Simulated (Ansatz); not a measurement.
Born–Oppenheimer molecular dynamics of BBrCl2FH (6 atoms, charge 0, multiplicity 1). It starts at the highest image of a converged band, a first-order saddle point between two minima.

The calculation used RKS PBE0-D4/def2-SVP in Ansatz.

```yaml
ensemble: NVE (velocity Verlet)
time_step: 0.5 fs
steps_asked: 200
starting_velocities_drawn_for: 100 K
seed: 7891
```

First frame:

```xyz
6
Properties=species:S:1:pos:R:3
B 0.017 -0.286 -0.015
F 0.013 0.110 1.474
Cl 1.531 0.184 -0.778
Cl -1.524 0.115 -0.766
Br 0.067 -2.379 0.651
H 0.040 -1.026 1.687
```

(1) How far do the bonds stretch over the last three quarters of this one trajectory? (Pairs bonded in most of those frames.)

Results:

(1) 
| bond | mean (Å) | spread (Å) | shortest | longest |
| --- | --- | --- | --- | --- |
| B1–F2 | 1.370 | 0.083 | 1.26 | 1.53 |
| B1–Cl3 | 1.761 | 0.019 | 1.73 | 1.79 |
| B1–Cl4 | 1.760 | 0.019 | 1.73 | 1.79 |
| Br5–H6 | 1.468 | 0.071 | 1.38 | 1.62 |

Pairs bonded in part of these frames only: B1–Br5 46 %.

Mean temperature of the second half: 1769 K. The conserved energy stayed within 0.091 meV per atom of its start (net change -0.0073 meV per atom), so the integration is sound. The kinetic energy rose, since the run started high on the potential surface and went downhill. It ends in pieces (BCl2F + BrH), so much of that is their flight and rotation, not heat. A run of 0.1 ps of so small a system gives no equilibrium averages. The orbitals stay closed-shell, which can raise the energy where a bond breaks towards radicals; this wasn't checked here.

The run took 5.4 min on 2 threads of Intel(R) Xeon(R) 6975P-C (Granite Rapids), on a shared host, peak memory 0.27 GiB.
